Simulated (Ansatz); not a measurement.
A search over several starts for the lowest SCF solution of Cu2O2⁻ at the given spin, in a small basis.

```yaml
crystal:
  periodic: [false, false, false]
  atoms:
    - {symbol: Cu, position_ang: [1.159092, -0.155766, 0.071812]}
    - {symbol: Cu, position_ang: [-1.159092, 0.155733, -0.071820]}
    - {symbol: O, position_ang: [0.125746, 0.326330, -1.321898]}
    - {symbol: O, position_ang: [-0.125756, -0.326297, 1.321905]}
basis:
  gaussian: {orbitals: def2-SVP}
total_charge: -1
magnetization: {spin_polarized: true, initial_magnetization: 1}
hamiltonian: {xc: pbe0, dispersion: d4}
output: {orbitals: {seedname: orbitals}}
```

```sh
$ ansatz run in.yaml --threads 4 --pin off --events-out ev --progress --plain --max-ram 3916MiB
```

Shortened log:

```
Functional definition: PBE0
948 factors; integrals over basis functions are off by at most 1.0e-3 eV
mean field evaluation 1: about -93331.0999 eV, gradient 5.2e1 eV
mean field evaluation 2: about -93220.9459 eV, gradient 1.5e2 eV
mean field evaluation 4: about -93339.6031 eV, gradient 1.2e1 eV
mean field evaluation 8: about -93340.2871 eV, gradient 5.8e-1 eV
mean field evaluation 16: about -93340.2894 eV, gradient 6.7e-4 eV
mean field evaluation 32: about -93340.2359 eV, gradient 1.7e0 eV
mean field -93340.28938734 eV, -3430.1923666644 hartree, gradient 3.5e-5 eV, S^2 0.763565; 6 other end points of the search recorded, 0 dependent functions left out
reference -93340.28942200 eV, -3430.1923679378 hartree; 38, 37 occupied and 52, 53 virtual orbitals, 948 factors
Total energy: -93340.38817358 eV, -3430.1959969916 hartree
```

Run time 3.8 s (4 threads of Arm Neoverse V2 on a shared host).

The highest occupied level of the charge -1 doublet lies above zero (up to 0.90 eV). It is a level of α spin, whose loss leaves a singlet; that state wasn't run at this geometry and level. The electron is either unbound and held by the finite basis, or the level is raised by self-interaction error. The structure comes from a short search, and lower isomers may exist.
